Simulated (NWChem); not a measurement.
System: CHF2O3S, doublet; SMILES O=S(=O)(O)[C](F)F

Input file for NWChem:

```
start job
memory heap 200 mb stack 900 mb global 1100 mb
geometry units angstroms noautoz
  O     -1.167089    -1.235653    -0.650979
  S      0.033613    -0.683032    -0.067215
  O      1.362351    -1.164988    -0.321389
  O     -0.164745    -0.653275     1.540137
  C      0.039291     1.069033    -0.473922
  F      1.091392     1.733135    -0.085444
  F     -1.077663     1.693669    -0.199453
  H     -1.105633    -0.803866     1.728069
end
basis spherical
  * library sto-3g
end
dft
  odft
  mult 2
  xc pbe0
  iterations 150
  mulliken
end
task dft energy
```

Parts of the log:

```
             Northwest Computational Chemistry Package (NWChem) 7.3.0
             --------------------------------------------------------

 C1  symmetry detected

                             Geometry "geometry" -> ""
                             -------------------------

 Output coordinates in angstroms (scale by  1.889725989 to convert to a.u.)

  No.       Tag          Charge          X              Y              Z
 ---- ---------------- ---------- -------------- -------------- --------------
    1 O                    8.0000    -1.17427959    -1.20533125    -0.72095051
    2 S                   16.0000     0.03779607    -0.69117415    -0.12566005
    3 O                    8.0000     1.36298264    -1.13323413    -0.45866786
    4 O                    8.0000    -0.11343881    -0.80362250     1.48315790
    5 C                    6.0000     0.01490473     1.08955218    -0.37797798
    6 F                    9.0000     1.07164651     1.72995132     0.03680977
    7 F                    9.0000    -1.09935324     1.67451917    -0.01834982
    8 H                    1.0000    -1.04691900    -0.98125801     1.68397292

 Effective nuclear repulsion energy (a.u.)     441.0946558000

                                 NWChem DFT Module
                                 -----------------

 Summary of "ao basis" -> "ao basis" (spherical)
 ------------------------------------------------------------------------------
       Tag                 Description            Shells   Functions and Types
 ---------------- ------------------------------  ------  ---------------------
 O                           sto-3g                  3        5   2s1p
 S                           sto-3g                  5        9   3s2p
 C                           sto-3g                  3        5   2s1p
 F                           sto-3g                  3        5   2s1p
 H                           sto-3g                  1        1   1s

            General Information
            -------------------
          SCF calculation type: DFT
          Wavefunction type:  spin polarized.
          No. of atoms     :     8
          No. of electrons :    65
           Alpha electrons :    33
            Beta electrons :    32
          Charge           :     0
          Spin multiplicity:     2
          Use of symmetry is: off; symmetry adaption is: off
          Maximum number of iterations: 150
          AO basis - number of functions:    40
                     number of shells:    24
          Convergence on energy requested:  1.00D-06
          Convergence on density requested:  1.00D-05
          Convergence on gradient requested:  5.00D-04

              XC Information
              --------------
                         PBE0 Method XC Functional
                     Hartree-Fock (Exact) Exchange  0.250
          PerdewBurkeErnzerhof Exchange Functional  0.750
            Perdew 1991 LDA Correlation Functional  1.000 local
           PerdewBurkeErnz. Correlation Functional  1.000 non-local

             Grid Information
             ----------------
          Grid used for XC integration:  medium
          Radial quadrature: Mura-Knowles
          Angular quadrature: Lebedev.
          Tag              B.-S. Rad. Rad. Pts. Rad. Cut. Ang. Pts.
          ---              ---------- --------- --------- ---------
          O                   0.60       49           8.0       434
          S                   1.00       88           7.0       590
          C                   0.70       49           8.0       434
          F                   0.50       49          10.0       434
          H                   0.35       45           8.0       434
          Grid pruning is: on
          Number of quadrature shells:   427
          Spatial weights used:  Erf1

      Superposition of Atomic Density Guess
      -------------------------------------

 Sum of atomic energies:        -848.09323381

      Non-variational initial energy
      ------------------------------

 Total energy =    -849.009458
 1-e energy   =   -2066.400468
 2-e energy   =     776.296355
 HOMO         =       0.107300
 LUMO         =       0.401020

     ---------------------------------------------
      Total Density - Mulliken Population Analysis
     ---------------------------------------------

    Atom       Charge   Shell Charges
 -----------   ------   -------------------------------------------------------
    1 O    8     9.06   2.00  1.89  5.17
    2 S   16    13.61   2.00  1.99  5.93  1.25  2.44
    3 O    8     9.05   2.00  1.89  5.17
    4 O    8     8.66   2.00  1.83  4.83
    5 C    6     5.30   1.99  1.29  2.02
    6 F    9     9.33   2.00  1.91  5.42
    7 F    9     9.34   2.00  1.91  5.42
    8 H    1     0.65   0.65

     --------------------------------------------
      Spin Density - Mulliken Population Analysis
     --------------------------------------------

    Atom       Charge   Shell Charges
 -----------   ------   -------------------------------------------------------
    1 O    8     0.01   0.00  0.00  0.01
    2 S   16     0.09   0.00  0.00  0.00  0.03  0.06
    3 O    8     0.02   0.00  0.00  0.02
    4 O    8     0.05   0.00  0.00  0.05
    5 C    6     0.67   0.00  0.11  0.56
    6 F    9     0.08   0.00  0.00  0.08
    7 F    9     0.08   0.00  0.00  0.08
    8 H    1     0.00   0.00

   convergence    iter        energy       DeltaE   RMS-Dens  Diis-err
 ---------------- ----- ----------------- --------- --------- ---------
 d= 0,ls=0.0,diis     1   -849.7978423505 -1.29D+03  6.90D-02  7.23D-01
                                                     7.81D-02  7.70D-01
 d= 0,ls=0.0,diis     2   -847.7979002901  2.00D+00  5.35D-02  3.45D+00
                                                     6.55D-02  3.26D+00
 d= 0,ls=0.0,diis     3   -850.2018051702 -2.40D+00  1.61D-02  1.87D-01
                                                     1.56D-02  1.83D-01
 d= 0,ls=0.0,diis     4   -850.3509689906 -1.49D-01  6.17D-03  8.58D-03
                                                     5.29D-03  7.81D-03
 d= 0,ls=0.0,diis     5   -850.3562856225 -5.32D-03  1.77D-03  2.50D-03
                                                     2.02D-03  2.93D-03
  Resetting Diis
 d= 0,ls=0.0,diis     6   -850.3584720281 -2.19D-03  3.18D-04  1.74D-05
                                                     2.89D-04  1.57D-05
 d= 0,ls=0.0,diis     7   -850.3584784014 -6.37D-06  4.13D-04  2.46D-05
                                                     4.25D-04  2.65D-05
 d= 0,ls=0.0,diis     8   -850.3584213059  5.71D-05  2.83D-04  1.15D-04
                                                     2.97D-04  1.16D-04
 d= 0,ls=0.0,diis     9   -850.3584960942 -7.48D-05  2.26D-05  4.62D-07
                                                     2.60D-05  4.03D-07
 d= 0,ls=0.0,diis    10   -850.3584964479 -3.54D-07  1.98D-05  3.53D-08
                                                     1.96D-05  6.62D-08
 d= 0,ls=0.0,diis    11   -850.3584965146 -6.67D-08  6.81D-06  2.66D-08
                                                     5.98D-06  2.65D-08

         Total DFT energy =     -850.358496514617
      One electron energy =    -2057.697882757632
           Coulomb energy =      844.544033345113
    Exchange-Corr. energy =      -78.299302902062
 Nuclear repulsion energy =      441.094655799963

 Numeric. integr. density =       64.999994041395

                    DFT Final Alpha Molecular Orbital Analysis
                    ------------------------------------------

 Vector   31  Occ=1.000000D+00  E=-1.576306D-01
              MO Center= -5.3D-02, -1.1D+00, -6.0D-01, r^2= 2.1D+00
   Bfn.  Coefficient  Atom+Function         Bfn.  Coefficient  Atom+Function
  ----- ------------  ---------------      ----- ------------  ---------------
     4      0.605643  1 O  py                18     -0.555531  3 O  py
     5     -0.384185  1 O  pz                19      0.271054  3 O  pz
    17     -0.235066  3 O  px                 3     -0.200006  1 O  px
    33     -0.060908  6 F  py                22     -0.049469  4 O  px
    24     -0.047859  4 O  pz                26     -0.034236  5 C  s

 Vector   32  Occ=1.000000D+00  E=-1.526346D-01
              MO Center= -3.6D-02, -1.2D+00, -5.5D-01, r^2= 2.1D+00
   Bfn.  Coefficient  Atom+Function         Bfn.  Coefficient  Atom+Function
  ----- ------------  ---------------      ----- ------------  ---------------
    19      0.522051  3 O  pz                 3      0.515047  1 O  px
     5     -0.515031  1 O  pz                17      0.398584  3 O  px
     4     -0.137693  1 O  py                18      0.121503  3 O  py
    22     -0.091794  4 O  px                24     -0.058014  4 O  pz
    21     -0.036205  4 O  s                 16      0.031311  3 O  s

 Vector   33  Occ=1.000000D+00  E=-1.177201D-01
              MO Center=  5.4D-02,  6.4D-01, -2.7D-01, r^2= 2.8D+00
   Bfn.  Coefficient  Atom+Function         Bfn.  Coefficient  Atom+Function
  ----- ------------  ---------------      ----- ------------  ---------------
    29      0.630758  5 C  pz                34     -0.403866  6 F  pz
    39     -0.399220  7 F  pz                18     -0.345822  3 O  py
     4     -0.309484  1 O  py                28     -0.226408  5 C  py
    23     -0.204244  4 O  py                38      0.170163  7 F  py
    26     -0.168892  5 C  s                 33      0.169022  6 F  py

[...]
```

Level: PBE0/STO-3G, spin-unrestricted. Coordinates come from a PBE0/def2-SVP, spin-unrestricted optimisation. No frequency run checked for a minimum. No stability test was run on the SCF state.
